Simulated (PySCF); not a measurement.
AsBFH₃O, SMILES [AsH2]B(O)F.

Coordinates come from a r2SCAN-D4/def2-SVP optimisation. One conformer was computed; it need not be the lowest.

All values below come from PBE/def2-TZVPD (PySCF).

```yaml
total_energy: -2437.24372 hartree
highest_occupied_level: -6.54 eV
lowest_empty_level: -1.31 eV
orbital_gap: 5.23 eV
dipole_moment: 2.03 D
quadrupole, principal values (traceless, Buckingham form, about the centre of nuclear charge): -7.73, 1.16, 6.57 D·Å
mean_static_polarisability: 54.5 bohr³ (8.08 Å³)
polarisability_principal_values: 46.9, 52.9, 63.9 bohr³
```
